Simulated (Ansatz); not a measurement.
`[OH][Nb]([F])([F])([F])[Cl]` from Hartree–Fock to CCSD(T)

```xyz
7

O     0.8255    0.5310   -1.1805
Nb   -0.1695   -0.1115    0.2438
F     1.3447   -0.2673    1.2799
F    -0.7474   -1.5447   -0.7575
F    -1.1637    1.4379    0.2926
Cl   -1.4243   -0.9155    2.0368
H     1.3346    0.8701   -1.9151
```

Charge 0, multiplicity 1. Correlated methods include outer-core shells of Nb, which these sets cover unevenly. Nb: def2 effective core potential. Geometry: relaxed with PBE0-D4/def2-TZVP. It is one conformer, not always the lowest. Frozen core, restricted reference, Ansatz 0.2.0.

```json
{"basis": "def2-SVP", "HF (Eh)": "-889.43435", "MP2 corr.": "-1.21497"}
{"basis": "def2-TZVPP", "HF (Eh)": "-890.09464", "MP2 corr.": "-1.64779"}
{"basis": "def2-QZVPP", "HF (Eh)": "-890.12982", "MP2 corr.": "-1.80613"}
```

**Question.** Estimate the CCSD correlation energy and the (T) correction in each basis where they were run (hartree).

**Answer.** 
| basis | CCSD corr. | (T) |
| --- | --- | --- |
| def2-SVP | -1.20642 | -0.04001 |
| def2-TZVPP | -1.63396 | -0.07169 |
